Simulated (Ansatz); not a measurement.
Consider the atomization: `[CH2]B(C)F`• → B• + 2 C• + F• + 5 H•.

Calculated with Ansatz (gas phase, PBE0-D4/def2-TZVP geometries, no zero-point term in ΔE). CCSD(T)/CBS is the MP2 limit (def2-TZVPP, def2-QZVPP) plus CCSD(T) − MP2 in def2-TZVPP, frozen cores. This one scheme is used for every species, atoms too. DFT in def2-TZVPP. B3LYP here is the variant with VWN-RPA as its local correlation; programs differ in this. No spin–orbit coupling; open shells (•) take unrestricted orbitals. Spin–orbit coupling would lower the free atoms: a little for B, C, F.

(1) What is ΔE at CCSD(T)/CBS? (Estimate.)

(2) What do these levels give: B3LYP-D4, CAM-B3LYP-D4, PBE-QIDH, PBE0, CCSD(T)/def2-SVP, SCS-MP2/def2-TZVPP? (Best estimate.)

Largest T1 diagnostic among the species: 0.014.

Answers

(1) Computed: +3572.2 kJ/mol.

(2) Computed: B3LYP-D4 3599.8, CAM-B3LYP-D4 3620.4, PBE-QIDH 3587.5, PBE0 3604.9, CCSD(T)/def2-SVP 3447.4, SCS-MP2/def2-TZVPP 3532.3 kJ/mol.

From BLYP to BHLYP (50 % exact exchange), in def2-TZVPP and without D4, ΔE moves by −51.6 kJ/mol: exact exchange takes away binding that semilocal exchange gives to molecules. In def2-TZVPP, CCSD(T) changes the Hartree–Fock value by +698.2 kJ/mol (the triples alone add +37.6 kJ/mol) and MP2 by +757.5 kJ/mol; breaking electron pairs costs correlation energy, which Hartree–Fock lacks. At CCSD(T), def2-SVP lies −124.8 kJ/mol from the extrapolated value and def2-TZVPP −71.1 kJ/mol: correlation converges slowly with the basis, and small sets miss more of it in the bonded molecule than in its fragments.

For atomizations the MP2-based limit and the directly extrapolated one differ by several kJ/mol either way, and by 10 to 25 for some Ge, Se and Sn compounds, so smaller differences from it don't rank the levels.
